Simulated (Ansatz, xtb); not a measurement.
B2FH2OSi: which of two conformers lies lower

We compare X, `O=BB[SiH]F`, a doublet, with Y, `O=BB[SiH]F`, a doublet. Both are isolated molecules in the gas phase, relaxed with B3LYP/6-31G*.

X (Å):

```csv
atom,x (Å),y (Å),z (Å)
B,-0.8431,1.7653,2.0658
B,-0.9025,2.8787,3.2811
F,-1.2857,-0.7715,3.8055
O,-0.9481,3.6879,4.1834
Si,-1.0429,-0.1039,2.3630
H,-1.0114,-1.2071,1.3725
H,-0.6707,2.0640,0.9226
```

Y (Å):

```json
{"atom": "B", "x (Å)": "-1.4203", "y (Å)": "-0.6530", "z (Å)": "2.5162"}
{"atom": "B", "x (Å)": "-0.4216", "y (Å)": "0.6164", "z (Å)": "2.8592"}
{"atom": "F", "x (Å)": "-0.1970", "y (Å)": "3.7018", "z (Å)": "2.6589"}
{"atom": "O", "x (Å)": "-2.1828", "y (Å)": "-1.5582", "z (Å)": "2.2488"}
{"atom": "Si", "x (Å)": "-1.0398", "y (Å)": "2.3573", "z (Å)": "2.3957"}
{"atom": "H", "x (Å)": "0.6454", "y (Å)": "0.4909", "z (Å)": "3.3734"}
{"atom": "H", "x (Å)": "-2.3147", "y (Å)": "2.7600", "z (Å)": "1.7555"}
```

Question: Estimate E(Y) − E(X) at the level CCSD(T)/def2-SVP + ΔMP2/def2-TZVPP.

Answer: Too close to call at this level: CCSD(T)/def2-SVP + ΔMP2/def2-TZVPP gives E(Y) − E(X) = −0.32 kcal/mol.

The same difference at several levels:

```tsv
level	geometry	E(Y) − E(X) (kcal/mol)	departure from the last row (kcal/mol)	job, with rough time for the two
B3LYP/6-31G*	B3LYP/6-31G*	−0.11	+0.21	optimisation, 2.7 min
HF/def2-SVP	B3LYP/6-31G*	+0.22	+0.54	part of the CCSD(T) run
MP2/def2-SVP	B3LYP/6-31G*	+0.16	+0.47	part of the CCSD(T) run
CCSD(T)/def2-SVP	B3LYP/6-31G*	+0.15	+0.47	single point
CCSD(T)/def2-SVP + ΔMP2/def2-TZVPP	B3LYP/6-31G*	−0.32		single point, 2 min
```

The largest departure from CCSD(T)/def2-SVP + ΔMP2/def2-TZVPP is that of HF/def2-SVP, 0.54 kcal/mol. Levels run at GFN2-xTB geometries aren't shown. The last row adds to CCSD(T) the change of the MP2 difference between the two basis sets, here −0.47 kcal/mol.

With harmonic frequencies from B3LYP/6-31G* (ideal gas, rigid rotor, one conformer each, 200 K, 1 atm): the zero-point term adds −0.05 kcal/mol; ΔH is −0.32 and ΔG −0.33 kcal/mol.

Open shells are spin-unrestricted. The correlated steps freeze 9 core orbitals. Codes used: Ansatz 0.2.0; the last row on 1 thread of Arm Neoverse N1 on a shared host.
